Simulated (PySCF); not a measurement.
ethylmethylamine (C3H9N), SMILES CCNC. Geometry: PBE-D3(BJ)/def2-SVP. The values are those of a single conformer.

All values below come from PBE-D3(BJ)/def2-SVP (PySCF).

Harmonic wavenumbers (cm⁻¹): 125, 227, 264, 281, 445, 740, 793, 875, 1010, 1034, 1071, 1129, 1172, 1199, 1251, 1317, 1353, 1389, 1406, 1410, 1424, 1427, 1454, 1455, 2815, 2840, 2962, 2968, 2984, 3048, 3051, 3075, 3427. Rotational constants (GHz): 25.96, 3.884, 3.640; symmetry number 1.

Problem. Work out the zero-point energy and the ideal-gas rigid-rotor harmonic-oscillator thermochemistry at 298.15 K and 1 atm.

Solution. ZPE = ½ Σ hcν = ½ × 51420 cm⁻¹ = 307.56 kJ/mol. H − E(el) = 324.98 kJ/mol. Entropy in J/(mol K): translation 159.62, rotation 101.61, vibration 42.25, total 303.48. G − E(el) = 234.50 kJ/mol. Cp = 89.01 J/(mol K). Modes under 150 cm⁻¹ make the vibrational entropy uncertain.
